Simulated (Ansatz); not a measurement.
Li6Te2⁺. The state is a doublet with charge 1. Geometry PBE0-D4/def2-SVP, that of the neutral singlet; atoms count from 1.

Cartesian coordinates in Å:
```
Li -0.781 -2.270 -0.267
Li 1.447 -0.311 1.215
Li -0.354 0.413 -0.985
Li -1.478 1.246 1.446
Li -3.491 -0.686 0.000
Li 2.325 0.963 -1.028
Te 1.537 -1.565 -1.118
Te 0.794 2.210 0.737
```

In the def2 sets Te takes a core potential; there is no spin–orbit coupling. The structure comes from a short search, and lower isomers may exist.

Q: Estimate the Mulliken populations from the PBE0/def2-TZVP orbitals of Ansatz.

A: 
```
atom  charge (e)  spin (α − β)
 Li1        0.49          0.10
 Li2        0.60         -0.03
 Li3        0.30         -0.01
 Li4        0.49          0.10
 Li5        0.30          0.63
 Li6        0.58          0.01
 Te7       -0.88          0.10
 Te8       -0.88          0.10
```
Mulliken values depend strongly on the basis.

Q: Where does the spin sit?

A: Summed by element: Li 0.81, Te 0.19, of 1 unpaired in all. Largest on single atoms: Li5 0.63, Li4 0.10, Li1 0.10.

Q: And the Mayer bond orders between heavy atoms (over 0.3)?

A: Li1–Te7 0.59 (2.57 Å); Li2–Te7 0.34 (2.65 Å); Li2–Te8 0.34 (2.65 Å); Li3–Te7 0.45 (2.74 Å); Li3–Te8 0.45 (2.74 Å); Li4–Te8 0.59 (2.57 Å); Li6–Te7 0.34 (2.65 Å); Li6–Te8 0.34 (2.65 Å).
